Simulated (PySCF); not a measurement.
C2H5Se (SMILES [CH2][Se]C), doublet, at a GFN2-xTB geometry. Base run: SCAN/def2-SVP (PySCF).

Here is a job for PySCF.
```python
from pyscf import gto, scf, dft

mol = gto.Mole()
mol.atom = '''
    C     1.49761263    0.16353966   -0.58909228
    Se   -0.00641801   -0.21359841    0.38267030
    C    -1.33162899    0.55167442   -0.83254576
    H     2.42913506   -0.14745875   -0.15117942
    H     1.49762313    1.05842432   -1.18733177
    H    -1.15487641    1.62127093   -0.92096503
    H    -1.23025095    0.07022799   -1.80212363
    H    -2.31932019    0.36859686   -0.41936231
'''
mol.basis = 'def2-svp'
mol.spin = 1
mol.verbose = 4
mol.build()

mf = dft.UKS(mol)
mf.xc = 'scan'
mf.kernel()
mf.analyze()
```

Variants of this job, named by their change:

```tsv
change	ΔE vs base (mEh)	grid points	electrons on the grid	outcome
base	0.000	97704	51.00000	converged
grids.prune = off	0.002	159864	51.00000	converged
grids.atom_grid = (75, 302)	4.078	115504	51.00000	converged
grids.radi_method = mura_knowles	-0.866	93344	51.00000	converged
grids.radi_method = gauss_chebyshev	25.841	96056	51.00000	converged
grids.prune = dft.gen_grid.sg1_prune	-	-	-	input refused
grids.becke_scheme = stratmann	0.000	97704	51.00000	converged
grids.radi_method = delley	-1.736	104960	51.00000	converged
grids.atom_grid = (99, 590)	3.790	257112	51.00000	converged
grids.atom_grid = (150, 974)	1.871	642520	51.00000	converged
grids.level = 5	3.971	248392	51.00000	converged
```

Open shells are given as the SCF converged; they aren't shown to be the lowest states, and a large step between rows can be another state.

- grids.prune = dft.gen_grid.sg1_prune: ended with `IndexError: index 34 is out of bounds for axis 0 with size 19`
